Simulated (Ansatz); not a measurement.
Total energies of CH5ClNOY (`C[O][Y]([NH2])[Cl]`).

Cartesian coordinates in Å:
```
C 1.2548 0.5275 -1.7806
O 0.4536 -0.0044 -0.7790
Y -0.6976 -0.9142 0.5825
N -1.2110 0.3089 2.2474
Cl -1.5267 -3.2683 0.4757
H 2.1539 0.9934 -1.3590
H 0.7168 1.2971 -2.3473
H 1.5773 -0.2459 -2.4886
H -0.9410 1.2716 2.4085
H -1.7800 0.0343 3.0404
```

Total charge 0; spin multiplicity 1. Correlated methods include outer-core shells of Y, which these sets cover unevenly. Y: def2 effective core potential. Geometry: relaxed with PBE0-D4/def2-TZVP. It is one conformer, not always the lowest. Basis def2-TZVPP, Ansatz 0.2.0.

RPA on PBE orbitals: Hartree–Fock energy of these orbitals -667.69676 Eh, correlation -1.69925 Eh (frozen core).

```csv
functional,energy without D4 (Eh),D4 term (kJ/mol)
ωB97X-V,-669.74247,–
PBE-QIDH,-669.37342,–
```

Question: Give the same for LDA (SPW92), PBE, revPBE, BLYP, r2SCAN, B97M-V, PBE0, B3LYP, r2SCANh, r2SCAN0, HSE06 (plane-wave form), BHLYP, CAM-B3LYP, LC-ωPBE, ωB97M-V, B2PLYP. (Estimate.)

Answer: Computed: 
| functional | energy without D4 (Eh) | D4 term (kJ/mol) |
| --- | --- | --- |
| LDA (SPW92) | -666.91394 | – |
| PBE | -669.49956 | -16.9 |
| revPBE | -669.77881 | -44.8 |
| BLYP | -669.80280 | -35.2 |
| r2SCAN | -669.78206 | -4.4 |
| B97M-V | -669.74926 | – |
| PBE0 | -669.53023 | -14.6 |
| B3LYP | -669.92552 | -27.0 |
| r2SCANh | -669.75935 | -4.8 |
| r2SCAN0 | -669.72670 | -5.3 |
| HSE06 (plane-wave form) | -669.51238 | -13.9 |
| BHLYP | -669.72061 | -23.8 |
| CAM-B3LYP | -669.80053 | -15.2 |
| LC-ωPBE | -669.68105 | – |
| ωB97M-V | -669.72308 | – |
| B2PLYP | -669.55294 | – |

B3LYP takes the VWN-RPA correlation (the form of Gaussian; ORCA's B3LYP/G). HSE06 is the plane-wave form, built on full-range PBE exchange. The double hybrids freeze the cores in their second-order part.

LC-ωPBE has ω = 0.4 bohr⁻¹.
